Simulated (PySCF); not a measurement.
Radial density of Rh⁷⁺ (rhodium, charge +7)

PW91, [Kr] 4d2, high-spin 3F determinant. Computed with PySCF 2.14 in an uncontracted even-tempered set (21 s from 0.18 bohr⁻², ratio 2.5; 15 p from 0.23 bohr⁻², ratio 2.5; 11 d from 0.23 bohr⁻², ratio 2.5; 5 f from 0.98 bohr⁻², ratio 2.7; 4 g from 1.5 bohr⁻², ratio 2.7), with scalar relativity by spin-free X2C-1e.

| r (bohr) | 4πr²ρ (e/bohr) | 4πr²(ρα − ρβ) |
| --- | --- | --- |
| 0.0341 | 52.15 | -0.0009 |
| 0.0574 | 52.42 | 0.0079 |
| 0.0966 | 71.70 | 0.0949 |
| 0.162 | 51.61 | 0.4127 |
| 0.273 | 54.58 | 0.5245 |
| 0.460 | 34.18 | -0.0120 |
| 0.773 | 13.82 | 1.4142 |
| 1.30 | 7.012 | 1.7013 |
| 2.19 | 0.2985 | 0.1643 |
| 3.68 | 0.0002573 | 0.0002 |

Densities and radii are taken from the X2C orbitals without a picture-change correction, which distorts them close to the nucleus.

Where is the radial spin density 4πr²(ρα − ρβ) most negative, and why is it negative at all?

Around r = 0.460 bohr, down to -0.0120 e/bohr: exchange with the open shell polarises the paired shells in an unrestricted calculation.
